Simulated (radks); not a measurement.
Values are calculated unless marked as measured or tabulated.
The rubidium ion Rb+ inside a hard spherical wall (all orbitals vanish at R), configuration held at [Kr] and not refilled when levels cross. Level of theory: scalar-relativistic Kohn-Sham, PBE, spin-polarised, spherical densities, point nucleus (a radial shooting solver on a logarithmic mesh with Libxc functionals). Eigenvalues in eV for spin up, with the zero of energy where the potential of the charges vanishes at infinity; a dash marks a level that is unbound or too diffuse for the functional's potential to be trusted. A positive occupied level is held by the wall or, in an anion where self-interaction has pushed it up, behind a barrier. The pressure on the wall is -dE/dV.

R (bohr)	E (hartree)	kinetic (hartree)	e(3p)	e(3d)	e(4s)	e(4p)	e(5s, empty)	e(4d, empty)	pressure (GPa)
free	-2981.04383	3053.091	-230.66	-109.74	-37.631	-21.651	-	-	0
20	-2981.04383	3053.091	-230.66	-109.74	-37.631	-21.651	-	-	< 0.0001
12	-2981.04383	3053.091	-230.66	-109.74	-37.631	-21.651	-	-	< 0.0001
10	-2981.04383	3053.091	-230.66	-109.74	-37.631	-21.651	-6.008	-3.697	< 0.0001
8	-2981.04382	3053.091	-230.66	-109.74	-37.630	-21.650	-5.782	-3.547	0.000897
7	-2981.04372	3053.092	-230.65	-109.74	-37.625	-21.645	-5.364	-3.327	0.0118
6	-2981.04278	3053.103	-230.60	-109.69	-37.588	-21.608	-4.281	-2.839	0.154
4	-2980.95733	3053.752	-228.67	-107.77	-36.174	-20.064	7.323	1.657	27.5
3.5	-2980.78674	3054.793	-226.20	-105.31	-34.366	-17.978	17.607	5.568	107
3	-2980.27088	3057.465	-220.97	-100.13	-30.329	-13.189	37.774	13.285	446
1.5	-2951.77077	3150.759	-141.78	-20.430	90.587	122.60	444.56	173.35	87700
